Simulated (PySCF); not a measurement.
GeI, SMILES [Ge][I] (connectivity only; charge and spin as stated), neutral, multiplicity 2. Coordinates come from a PBE0-D3(BJ)/def2-TZVP optimisation. The def2 effective core potentials stand for the cores of I; spin–orbit coupling is left out.

Computed with PBE0-D3(BJ)/def2-TZVP run with PySCF.

Harmonic wavenumbers (cm⁻¹): 245. Rotational constants (GHz): 1.715 (linear); symmetry number 1.

Task: Work out the zero-point energy and the ideal-gas rigid-rotor harmonic-oscillator thermochemistry at 298.15 K and 1 atm.

Result: ZPE = ½ Σ hcν = ½ × 245 cm⁻¹ = 1.47 kJ/mol. H − E(el) = 11.44 kJ/mol. Entropy in J/(mol K): translation 174.80, rotation 76.45, vibration 7.38, spin 5.76, total 264.39. G − E(el) = -67.39 kJ/mol. Cp = 36.51 J/(mol K).
